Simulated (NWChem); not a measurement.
Molecule: Si2H5OF; SMILES F[SiH2][SiH2]O

```xyz
9

O      0.8371     1.9952    -0.3854
Si    -0.4070     1.1270     0.3221
Si    -0.4513    -1.1559    -0.2516
F      0.8063    -1.9446     0.4157
H      1.7349     1.7668    -0.1070
H     -1.6569     1.7431    -0.1949
H     -0.3986     1.2536     1.8121
H     -1.7108    -1.7732     0.2562
H     -0.3883    -1.3586    -1.7267
```
Atoms are numbered in this order, from 1.

Level: B3LYP/6-31G* (spherical d) (NWChem), optimised geometry, unscaled harmonic frequencies. B3LYP is NWChem's, with the RPA form of VWN correlation.

List the harmonic frequencies with IR intensities, and the thermochemistry.


```
frequency (cm⁻¹)  IR intensity (km/mol)
----------------  ---------------------
61                                  4.9
121                                 7.7
194                                 5.2
233                               137.7
405                                10.1
454                                26.9
555                                18.7
732                                49.6
756                                27.3
833                               122.5
854                                17.2
879                               571.5
917                               112.8
939                                55.5
955                               102.3
969                                35.1
2205                              157.8
2231                               97.9
2244                              199.4
2262                              151.5
3801                               73.9
```

| Item | Result |
|---|---|
| zero-point energy | 32.3 kcal/mol |
| thermal correction to the enthalpy at 298.15 K (with zero-point energy) | 37.1 kcal/mol |
| heat capacity Cv | 22.4 cal/(mol K) |
| entropy at 298.15 K and 1 atm (symmetry number 1) | 81.5 cal/(mol K) |
| dipole moment | 0.33 D |

Rigid rotor and harmonic oscillator; modes under 100 cm⁻¹ make the entropy uncertain.
